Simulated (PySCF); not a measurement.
CH6AlOSi (SMILES [CH3][Al+][O][SiH3]), charge +1, singlet, geometry from GFN2-xTB (such geometries of metal compounds can be far from the true shape).

PySCF was given this input:
```python
from pyscf import gto, scf, dft

mol = gto.M(
    atom='''
Al   -0.694136    0.461016    0.737831
C    -1.817333    1.340473    2.084961
H    -2.531780    0.625372    2.510723
H    -2.361554    2.179983    1.634994
H    -1.159068    1.714935    2.878532
O     0.292411   -0.239916   -0.336109
Si    1.359769   -0.958220   -1.520775
H     0.568766   -0.790528   -2.736908
H     1.491480   -2.320514   -1.011126
H     2.543866   -0.110886   -1.398053
''',
    basis='6-31g',
    charge=1,
    spin=0,
    verbose=4,
)

mf = dft.RKS(mol)
mf.xc = 'b3lyp'
mf.disp = 'd4'
mf.kernel()
```

### Question
What is the computed number of basis functions (B3LYP-D4/6-31G (PySCF))?

### Answer
56

### Question
Predict the HOMO-LUMO gap from B3LYP-D4/6-31G.

### Answer
6.13 eV

### Question
What is the computed total energy (B3LYP-D4/6-31G)?

### Answer
-648.6099 Eh

### Question
Give the Mulliken (on the basis functions themselves) charges in atom order at the level B3LYP-D4/6-31G.

### Answer
Al1 1.30, C2 -0.74, H3 0.26, H4 0.26, H5 0.25, O6 -0.99, Si7 0.88, H8 -0.07, H9 -0.07, H10 -0.07
